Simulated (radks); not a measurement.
The numbers below are computed, except where a source is named.
Species: Re+. Configuration: [Xe] 4f14 5d5 6s1.

Code: a radial shooting solver on a logarithmic mesh with Libxc functionals. Model: scalar-relativistic Kohn-Sham, LDA (Slater exchange, VWN5 correlation), spin-polarised, spherical densities, point nucleus; open shells are filled with parallel spins first (spin-orbit coupling, left out, can overturn this in heavy ions).

Energy parts (eV):
part                       energy
total                  -453952.75
kinetic                 501630.85
electron-nucleus      -1123497.67
Hartree                 176643.19
exchange-correlation     -8729.11

Orbitals (lengths in bohr, moments of r in powers of bohr; r(90%) holds 90 % of the orbital's charge):
\begin{tabular}{lrrrrr}
orbital & occ. & eigenvalue (eV) & <1/r> & r(90%) & <r^4> \\ \hline
1s up & 1 & -71615.23 & 88.73 & 0.0329 & 5.464e-07 \\
1s down & 1 & -71615.21 & 88.73 & 0.0329 & 5.464e-07 \\
2s up & 1 & -12424.08 & 20.76 & 0.118 & 0.00008178 \\
2s down & 1 & -12423.84 & 20.76 & 0.118 & 0.00008178 \\
2p up & 3 & -10846.84 & 18.75 & 0.111 & 0.00006459 \\
2p down & 3 & -10846.63 & 18.75 & 0.111 & 0.00006459 \\
3s up & 1 & -2881.604 & 7.686 & 0.290 & 0.003000 \\
3s down & 1 & -2881.490 & 7.686 & 0.290 & 0.003000 \\
3p up & 3 & -2416.635 & 7.082 & 0.296 & 0.003238 \\
3p down & 3 & -2416.515 & 7.082 & 0.296 & 0.003238 \\
3d up & 5 & -1888.805 & 6.689 & 0.278 & 0.002497 \\
3d down & 5 & -1888.627 & 6.689 & 0.278 & 0.002497 \\
4s up & 1 & -606.6127 & 3.275 & 0.633 & 0.06983 \\
4s down & 1 & -606.3655 & 3.275 & 0.633 & 0.06979 \\
4p up & 3 & -454.0490 & 2.971 & 0.681 & 0.09323 \\
4p down & 3 & -453.7977 & 2.972 & 0.681 & 0.09310 \\
4d up & 5 & -262.6895 & 2.648 & 0.750 & 0.1356 \\
4d down & 5 & -262.3833 & 2.649 & 0.749 & 0.1349 \\
5s up & 1 & -93.8747 & 1.292 & 1.49 & 2.159 \\
5s down & 1 & -91.8283 & 1.303 & 1.48 & 2.094 \\
5p up & 3 & -55.8436 & 1.086 & 1.77 & 4.271 \\
5p down & 3 & -53.2280 & 1.099 & 1.75 & 4.113 \\
4f up & 7 & -50.2260 & 2.160 & 0.960 & 0.4136 \\
4f down & 7 & -49.6842 & 2.169 & 0.950 & 0.3909 \\
5d up & 5 & -14.2519 & 0.7089 & 2.87 & 29.75 \\
6s up & 1 & -13.8136 & 0.4530 & 4.05 & 116.0 \\
6s down & 0 & -11.1010 & 0.4256 & 4.38 & 156.1 \\
5d down & 0 & -10.9625 & 0.7052 & 2.99 & 36.28 \\
\end{tabular}

The highest occupied level is 6s up at -13.814 eV. The density falls to 0.001 e/bohr^3 at r = 4.18 bohr. Spin moment in Bohr magnetons: 6.
